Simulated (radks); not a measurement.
Values are calculated unless marked as measured or tabulated.
The palladium ion Pd8+, configuration [Kr] 4d2.

Level of theory: Dirac Kohn-Sham, PBE, spin-unpolarised, spherical densities, point nucleus; open shells fill j = l - 1/2 first (a radial shooting solver on a logarithmic mesh with Libxc functionals).

Energy parts (eV):
total: -136852.121
kinetic: 142985.474
electron-nucleus: -326143.787
Hartree: 50092.724
exchange-correlation: -3786.532

Orbitals (lengths in bohr, moments of r in powers of bohr; <r^-3> diverges for s and p1/2; r(90%) holds 90 % of the orbital's charge):
| orbital | occ. | eigenvalue (eV) | <r^2> | <r^-3> | r(90%) |
|---|---|---|---|---|---|
| 1s1/2 | 2 | -24300.69 | 0.001371 | - | 0.0571 |
| 2s1/2 | 2 | -3675.064 | 0.02250 | - | 0.214 |
| 2p1/2 | 2 | -3419.537 | 0.01685 | - | 0.192 |
| 2p3/2 | 4 | -3260.154 | 0.01818 | 3252 | 0.198 |
| 3s1/2 | 2 | -782.1220 | 0.1640 | - | 0.558 |
| 3p1/2 | 2 | -681.3928 | 0.1596 | - | 0.559 |
| 3p3/2 | 4 | -653.4808 | 0.1687 | 578.7 | 0.574 |
| 3d3/2 | 4 | -475.5288 | 0.1496 | 88.36 | 0.561 |
| 3d5/2 | 6 | -469.9437 | 0.1524 | 83.40 | 0.566 |
| 4s1/2 | 2 | -221.7814 | 0.9147 | - | 1.29 |
| 4p1/2 | 2 | -188.7873 | 1.015 | - | 1.37 |
| 4p3/2 | 4 | -183.5086 | 1.062 | 110.2 | 1.40 |
| 4d3/2 | 2 | -130.4078 | 1.366 | 13.46 | 1.62 |
| 4d5/2 | 0 | -129.5670 | 1.383 | 12.71 | 1.63 |

The highest occupied level is 4d3/2 at -130.41 eV. Summed over all electrons, <r^2> = 13.83 bohr^2, which gives a Langevin (diamagnetic) susceptibility term of -11 x 10^-6 cm^3/mol. For comparison, the ionisation energy in NIST's Atomic Spectra Database is 141 eV (theoretical). In exact Kohn-Sham theory the highest level is minus the ionisation energy, but local and semilocal functionals leave it too shallow, through self-interaction and a potential that decays too fast; potentials with the right tail come closer. The density falls to 0.001 e/bohr^3 at r = 2.38 bohr.

Beside tabulated values, note that spin-unpolarised runs miss the spin-polarisation part of the exchange energy of open shells.
